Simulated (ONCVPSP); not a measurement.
Plane-wave convergence, ONCV potential for Cs

ONCVPSP 4.0.1 input, shortened (lines: element, Z, core and valence counts, functional; n l f; lmax; l rc ep ncon nbas qcut; lloc lpopt rc5 dvloc0; l nproj debl; icmod fcfact rcfact), LDA (Perdew-Wang 92), scalar-relativistic:

```
  Cs 55.00    9    4  -001012      upf
    1    0    2.00
    2    0    2.00
    2    1    6.00
    3    0    2.00
    3    1    6.00
    3    2   10.00
    4    0    2.00
    4    1    6.00
    4    2   10.00
    5    0    2.00
    5    1    6.00
    6    0    0.50
    6    1    0.50
    2
    0    2.90    0.00    4    9    3.60
    1    3.50    0.00    5    9    3.30
    2    3.35    0.30    4    8    2.90
    4    1    2.10    1.00
    0    2    0.70
    1    2    3.20
    2    2    2.30
    3    5.75    1.20
```

In the d channel the program set the typed energies aside and used 0.050, 2.350 Ha.

Question: For each optimised wave give the share of its norm inside rc, the residual kinetic energy above qcut (Ha) and the cutoffs (Ha) for errors of 10, 1, 0.1 and 0.01 mHa per electron.

Answer:

```
         wave  norm inside rc  residual KE  10 mHa  1 mHa  0.1 mHa  0.01 mHa
           5s           0.960      1.7e-05     1.6    4.0      5.4       9.7
           6s           0.060      1.8e-05     1.2    3.3      5.3       8.0
           5p           0.951      1.0e-05     2.9    3.9      4.8       5.8
           6p           0.032      9.1e-07     1.5    2.8      3.7       4.7
d projector 1           0.154      1.2e-04     2.0    3.2      4.3      16.1
d projector 2           0.236      5.4e-02     5.0   11.2     24.9      28.5
```

The occupied waves need 4.0 Ha and 5.4 Ha for 1 and 0.1 mHa. The cutoffs count occupied waves only; projector 2 of the d channel, the hardest unoccupied one, needs 11 Ha at the loose tolerance. Note: ghosts flagged at negative energy: d at -218.0 eV; no localised positive-energy state flagged. A true bound ghost makes a file unfit for plane-wave use.
